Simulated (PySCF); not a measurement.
Geometries of 2 isomers of H8OSi3, from PBE0-D3(BJ)/def2-SVP geometry optimisation, gas phase (PySCF). One conformer each, no zero-point energy, no frequencies.

Question: Which is lower in electronic energy at this level?
A.
```xyz
12
angstrom
Si     1.859   -1.099    0.368
O      1.303    0.458    0.268
Si    -0.067    1.398    0.177
Si    -1.947    0.072   -0.306
H      3.235   -1.152   -0.198
H      0.961   -2.012   -0.406
H      1.886   -1.552    1.791
H      0.120    2.423   -0.894
H     -0.262    2.114    1.474
H     -1.770   -0.625   -1.618
H     -3.168    0.935   -0.378
H     -2.147   -0.961    0.758
```
B.
```xyz
12
angstrom
O      0.364    2.034    0.552
Si     0.048    0.681   -0.392
Si     1.919   -0.716   -0.234
Si    -1.871   -0.462    0.350
H     -0.346    2.681    0.607
H     -0.171    1.051   -1.832
H      1.684   -1.911   -1.104
H      3.163   -0.022   -0.687
H      2.102   -1.179    1.176
H     -3.072    0.434    0.332
H     -1.678   -0.956    1.749
H     -2.140   -1.634   -0.542
```

Answer: A. That is `[SiH3]O[SiH2][SiH3]`, 19.3 kcal/mol below the other.

```
              SMILES          atoms numbered as above      E (Eh)  relative (kcal/mol)  relative (kJ/mol)  dipole (D)
 [SiH3]O[SiH2][SiH3]    [SiH3:1][O:2][SiH2:3][SiH3:4]  -947.78368                  0.0                0.0        0.34
O[SiH]([SiH3])[SiH3]  [OH:1][SiH:2]([SiH3:3])[SiH3:4]  -947.75288                 19.3               80.9        1.24
```

As drawn, the higher has an O–H bond, which the lower lacks.
